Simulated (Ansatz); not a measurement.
Consider the ligand exchange at a Ge–C bond: `N[CH2][GeH]([F])[SH]` + HCl → `[F][GeH]([SH])[Cl]` + CH₃NH₂.

Computed with Ansatz on PBE0-D4/def2-TZVP structures; ΔE is electronic, products minus reactants. CCSD(T)/CBS is the MP2 limit (def2-TZVPP, def2-QZVPP) plus CCSD(T) − MP2 in def2-TZVPP, frozen cores. This one scheme is used for every species. Functionals use def2-TZVPP. B3LYP here is the variant with VWN-RPA as its local correlation; programs differ in this. For Ge outer-core shells are correlated without core-valence functions, which leaves a few kJ/mol of doubt a bond. Scalar relativity is left out up to krypton. Each species was taken in one conformer, which may not be the lowest.

`N[CH2][GeH]([F])[SH]`:

```xyz
11

N    -1.284   -0.969   -0.525
C    -0.206   -0.983    0.446
Ge    0.678    0.763    0.474
F     0.030    1.645    1.833
S     0.156    1.827   -1.389
H    -0.928   -0.941   -1.471
H    -1.867   -1.792   -0.439
H    -0.622   -1.105    1.449
H     0.552   -1.767    0.308
H     2.199    0.778    0.702
H     1.291    2.546   -1.388
```

HCl:

```xyz
2

Cl    0.338    0.016    0.543
H    -0.338   -0.016   -0.543
```

`[F][GeH]([SH])[Cl]`:

```xyz
6

F     0.549   -1.457   -1.005
Ge   -0.053   -0.452    0.266
S     1.023    1.454    0.268
Cl   -2.112   -0.181   -0.215
H     0.115   -1.203    1.585
H     0.479    1.839   -0.899
```

CH₃NH₂:

```xyz
7

C     0.305   -0.372    0.303
N    -0.622    0.311   -0.584
H     0.985    0.282    0.867
H     0.916   -1.067   -0.278
H    -0.258   -0.969    1.024
H    -0.120    0.862   -1.268
H    -1.206    0.953   -0.064
```

(1) Is it downhill or uphill in electronic energy at CCSD(T)/CBS, and by how much? (Estimate.)

(2) What do these levels give: PBE-D4, ωB97M-V, B2PLYP, PBE, r2SCAN, PBE0, B3LYP, HF/def2-TZVPP, SCS-MP2/def2-TZVPP, HF/def2-QZVPP, MP2/CBS(def2), CCSD/CBS(def2)? (Estimate.)

Largest T1 diagnostic among the species: 0.011.

## Answers

(1) The calculation gave: Downhill: ΔE = -82.7 kJ/mol.

(2) Computed: PBE-D4 -84.8, ωB97M-V -88.1, B2PLYP -92.5, PBE -88.7, r2SCAN -92.7, PBE0 -91.3, B3LYP -95.1, HF/def2-TZVPP -108.8, SCS-MP2/def2-TZVPP -88.8, HF/def2-QZVPP -109.6, MP2/CBS(def2) -84.5, CCSD/CBS(def2) -84.5 kJ/mol.

The D4 term adds +5.9 kJ/mol with B3LYP and +3.4 kJ/mol with PBE0; it sums over pairs of atoms, weighted by their polarisabilities, and B3LYP, whose exchange is more repulsive, gets the larger term. In def2-TZVPP, CCSD(T) changes the Hartree–Fock value by +25.1 kJ/mol (the triples alone add +1.8 kJ/mol) and MP2 by +23.3 kJ/mol.
